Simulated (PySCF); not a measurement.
# Where the electron goes

Compound: C3H10AlClS.
SMILES with atom numbers: `[CH3:1][S+:2]([CH3:3])[AlH2-:4][CH2:5][Cl:6]` (hydrogens: H7, H8, H9 on C1; H10, H11, H12 on C3; H13, H14 on Al4; H15, H16 on C5)

Structure used (PBE0-D3(BJ)/def2-SVP), in Å, numbered top down from 1:
```
atom  x, y, z in Å
C1    -0.9626    1.5732    0.5438
S2    -0.7564   -0.1705    0.9592
C3    -2.1904   -0.8950    0.1379
Al4    0.9982   -0.8386   -0.6777
C5     2.6230    0.0020    0.0925
Cl6    3.8394   -0.4342   -1.1891
H7    -0.9819    1.7047   -0.5476
H8    -0.0958    2.1041    0.9599
H9    -1.8811    1.9611    1.0054
H10   -3.1139   -0.5343    0.6112
H11   -2.1112   -1.9827    0.2668
H12   -2.1792   -0.6533   -0.9348
H13    0.3301   -0.0851   -1.9272
H14    0.8389   -2.4213   -0.5259
H15    2.6404    1.0991    0.1754
H16    2.9964   -0.4203    1.0369
```

Level of theory: TDDFT wB97X-D/def2-SVPD, vertical, gas phase, core orbitals frozen in the response in PySCF 2.14.0, density-fitted response routines.

Kohn–Sham orbitals with the atoms that hold most of them (Löwdin shares over 4%, at most four atoms; ? is withheld):

| orbital | ε (eV) | atoms |
| --- | --- | --- |
| LUMO+2 | 1.91 | S2 42%, Al4 11%, Cl6 10%, C1 8% |
| LUMO+1 | 1.59 | S2 38%, Al4 13%, C3 12%, C1 8% |
| LUMO | 1.36 | ? |
| HOMO | ? | ? |
| HOMO-1 | -9.65 | Al4 35%, H13 29%, H14 24%, S2 4% |
| HOMO-2 | -9.92 | S2 44%, Al4 15%, H14 12%, C1 6% |
| HOMO-3 | -9.97 | Cl6 74%, C5 13% |

Question: Which atoms hold the HOMO, and with what shares?

Answer: Cl6 (bonded to C) 43%; C5 (bonded to Al, Cl and 2 H) 31%; Al4 (bonded to C, S and 2 H) 12%.

Question: Which atoms hold the LUMO, and with what shares?

Answer: S2 (bonded to Al and 2 C) 43%; C1 (bonded to S and 3 H) 9%; C3 (bonded to S and 3 H) 8%; Al4 (bonded to C, S and 2 H) 8%. By element: sulfur 43%, carbon 17% or more, aluminium 8%.

Question: What is the HOMO energy, and the HOMO–LUMO gap?

Answer: ε(HOMO) = -8.95 eV; the gap is 10.31 eV (0.3790 hartree).

Question: The HOMO–LUMO gap is 10.31 eV. Where does the response calculation put the lowest singlet, and from which orbitals?

Answer: S1 is at 6.06 eV (f = 0.046), 4.26 eV below the gap, made of HOMO→LUMO (55%), HOMO→LUMO+2 (12%), HOMO→LUMO+4 (9%). Without the coupling terms of the response equations the lowest excitation would equal the gap.

Next come S2 at 6.47 eV (f 0.0097), HOMO-2→LUMO (50%); S3 at 6.74 eV (f 0.0000), HOMO→LUMO+3 (37%), HOMO→LUMO+1 (14%), HOMO→LUMO (11%); S4 at 7.04 eV (f 0.0037), HOMO-3→LUMO (35%), HOMO-3→LUMO+2 (16%), HOMO-3→LUMO+4 (12%); S5 at 7.06 eV (f 0.0022), HOMO-1→LUMO+1 (44%), HOMO-1→LUMO (17%).

Löwdin shares depend on the basis, the more so with diffuse functions.

The run took 7.1 min wall on one thread, Arm Neoverse N1, no GPU, on a shared host.

One conformer stands for the species.
